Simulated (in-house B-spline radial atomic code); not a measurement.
Radial electron density of V³⁺, [Ar] (3d3/2)2. Method: Dirac-Hartree-Fock, average of the jj configuration, Fermi nucleus of rms radius 3.6002 fm. Calculated with a B-spline radial code for spherical atoms.

Columns: r (bohr), 4πr²n(r) (electrons per bohr), bar.

```
 0.00256   0.6537 #
 0.00306   0.9082 #
 0.00367    1.264 ##
 0.00439    1.741 ###
 0.00525    2.381 ####
 0.00629    3.241 #####
 0.00753    4.366 ######
 0.00901    5.811 #########
  0.0108    7.652 ###########
  0.0129    9.867 ###############
  0.0155    12.58 ###################
  0.0185    15.55 #######################
  0.0221    18.75 ############################
  0.0265    21.98 #################################
  0.0317    24.76 #####################################
   0.038    26.76 ########################################
  0.0455    27.52 #########################################
  0.0544    26.91 ########################################
  0.0652    25.09 #####################################
   0.078    22.78 ##################################
  0.0934    21.04 ###############################
   0.112    20.94 ###############################
   0.134    22.92 ##################################
    0.16    26.23 #######################################
   0.192    29.21 ###########################################
   0.229    29.61 ############################################
   0.275    26.27 #######################################
   0.329    20.08 ##############################
   0.394    13.56 ####################
   0.471    9.542 ##############
   0.564    8.975 #############
   0.675    10.48 ################
   0.808    11.54 #################
   0.968    10.57 ################
    1.16    7.819 ############
    1.39    4.657 #######
    1.66     2.27 ###
    1.99   0.8818 #
    2.38   0.2839 
    2.85  0.07439 
    3.41  0.01564 
    4.08 0.002424
```

On this grid the curve has 3 maxima, near 0.0455, 0.229, 0.808 bohr.

The 3p3/2 radial function P(r) = rR(r), positive near the nucleus, with its small component Q(r) (sign convention: Q ≈ (P' + κP/r)/2c):

```csv
r (bohr),P,Q
0.00306,0.001224,-5.136e-05
0.00439,0.002475,-0.0001038
0.00629,0.004959,-0.0002077
0.00901,0.009838,-0.0004112
0.0129,0.01924,-0.0008024
0.0185,0.03704,-0.001539
0.0265,0.06923,-0.002864
0.038,0.1247,-0.005132
0.0544,0.2121,-0.008688
0.078,0.3339,-0.01369
0.112,0.4679,-0.01948
0.16,0.5439,-0.02395
0.229,0.4501,-0.02404
0.329,0.0831,-0.01729
0.471,-0.4931,-0.005295
0.675,-0.9838,0.005904
0.968,-1.046,0.009859
1.39,-0.6883,0.006931
1.99,-0.2704,0.002699
2.85,-0.05409,0.0005291
4.08,-0.004234,4.069e-05
```
